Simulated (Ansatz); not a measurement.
Start from `N[SiH2][SiH3]` and change one atom or group to get `[SiH3][SiH2]Br`.

Ansatz, PBE0-D4/def2-TZVP geometries, multiplicity 1. Each molecule was computed in one conformer, which needn't be the lowest.

Scalar relativity is left out up to krypton. Spin–orbit coupling is left out; it splits and shifts lone-pair levels of the heavy atoms by tenths of an eV.

```csv
property,`N[SiH2][SiH3]`
LUMO energy (PBE0/def2-TZVPP) / eV,-0.13
LUMO energy (ωB97M-V/def2-TZVPP) / eV,1.50
HOMO–LUMO gap (PBE/def2-TZVPP) / eV,5.03
size of the dipole moment (ωB97M-V/def2-TZVPP) / D,1.47
HOMO–LUMO gap (ωB97M-V/def2-TZVPP) / eV,11.09
HOMO energy (PBE0/def2-TZVPP) / eV,-7.34
```

(1) What does the change do to each property? (An estimate is asked.)

## Answers

(1) Ansatz gave: 
| property | `[SiH3][SiH2]Br` | shift |
| --- | --- | --- |
| LUMO energy (PBE0/def2-TZVPP) / eV | -0.76 | -0.63 |
| LUMO energy (ωB97M-V/def2-TZVPP) / eV | 1.07 | -0.43 |
| HOMO–LUMO gap (PBE/def2-TZVPP) / eV | 5.21 | 0.18 |
| size of the dipole moment (ωB97M-V/def2-TZVPP) / D | 1.46 | -0.01 |
| HOMO–LUMO gap (ωB97M-V/def2-TZVPP) / eV | 11.13 | 0.04 |
| HOMO energy (PBE0/def2-TZVPP) / eV | -8.00 | -0.66 |

Dipoles are sizes alone; their direction can turn.
